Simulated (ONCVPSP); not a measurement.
# As (Z = 33), ONCV: configuration errors across variants

```json
{
  "Element": "As",
  "Generator": "ONCVPSP 4.0.1",
  "Type": "optimised norm-conserving Vanderbilt (ONCV)",
  "Functional": "PBE",
  "Relativity": "fully relativistic",
  "Frozen core": "[Ne]",
  "Valence charge": "23",
  "Reference configuration": "3s2 3p6 3d10 4s2 4p2.5 (charge +0.5)",
  "Partial waves": "3s+4s: rc 1.10 bohr, ncon 4, nbas 8, qcut 13.9 1/bohr, 2 projectors; 3p+4p: rc 1.00 bohr, ncon 4, nbas 7, qcut 12.3 1/bohr, 2 projectors; 3d: rc 1.00 bohr, ncon 4, nbas 9, qcut 17.2 1/bohr, 2 projectors, debl 3 Ha",
  "Local potential": "polynomial inside 0.75 bohr (lpopt 4, dvloc0 6 Ha)",
  "Core correction": "Teter function, fcfact 5, rcfact 1.35"
}
```

Open shells are filled in proportion to 2j + 1.

All-electron excitation energies from the reference (eV): (1) 3s2 3p6 3d10 4s2 4p3 -3.557; (2) 3s2 3p6 3d10 4s2 4p2 5.596; (3) 3s2 3p6 3d10 4s2 4p1 23.518; (4) 3s2 3p6 3d9 4s2 4p3 47.266.

A true bound ghost makes a file unfit for plane-wave use even where its test errors are small: the radial tests pick states by their node count and pass the ghost by.

Errors AE − PS in meV (a dash: test not solved or not reliable):

| change | (1) | (2) | (3) | (4) | bound ghosts | GHOST(+) flags above zero |
| --- | --- | --- | --- | --- | --- | --- |
| base | -0.2 | +0.2 | +0.9 | +101 | none | none |
| all radii but the core radius scaled by about 0.78 (s 0.86, p 0.78, d 0.78 bohr); local potential polynomial inside 0.58 bohr (lpopt 4, dvloc0 6 Ha) | -0.4 | +0.5 | +2.1 | +42 | none | none |
| all radii but the core radius scaled by about 0.84 (s 0.92, p 0.84, d 0.84 bohr); local potential polynomial inside 0.62 bohr (lpopt 4, dvloc0 6 Ha) | -0.3 | +0.5 | +1.8 | +54 | none | none |
| all radii but the core radius scaled by about 0.96 (s 1.06, p 0.96, d 0.96 bohr); local potential polynomial inside 0.72 bohr (lpopt 4, dvloc0 6 Ha) | -1.2 | +1.6 | +6.1 | +84 | s | none |
| all radii but the core radius scaled by about 1.05 (s 1.16, p 1.04, d 1.04 bohr); local potential polynomial inside 0.78 bohr (lpopt 4, dvloc0 6 Ha) | -0.2 | +0.3 | +1.1 | +114 | none | none |
| all radii but the core radius scaled by about 1.12 (s 1.22, p 1.12, d 1.12 bohr); local potential polynomial inside 0.84 bohr (lpopt 4, dvloc0 6 Ha) | -0.2 | +0.2 | +1.0 | +147 | none | none |
| all radii but the core radius scaled by about 1.17 (s 1.28, p 1.18, d 1.18 bohr); local potential polynomial inside 0.88 bohr (lpopt 4, dvloc0 6 Ha) | -0.2 | +0.2 | +0.8 | +170 | none | none |
| all radii but the core radius scaled by about 1.25 (s 1.38, p 1.24, d 1.24 bohr); local potential polynomial inside 0.94 bohr (lpopt 4, dvloc0 6 Ha) | -0.1 | +0.2 | +0.8 | +205 | none | none |
| all radii but the core radius scaled by about 1.30 (s 1.44, p 1.30, d 1.30 bohr); local potential polynomial inside 0.98 bohr (lpopt 4, dvloc0 6 Ha) | -0.1 | +0.1 | +0.6 | +248 | none | none |

Give the same row for: all radii but the core radius scaled by about 0.92 (s 1.02, p 0.92, d 0.92 bohr); local potential polynomial inside 0.70 bohr (lpopt 4, dvloc0 6 Ha).

-0.4, +0.5, +2.1, +76; bound ghosts: none; GHOST(+) flags above zero: none.
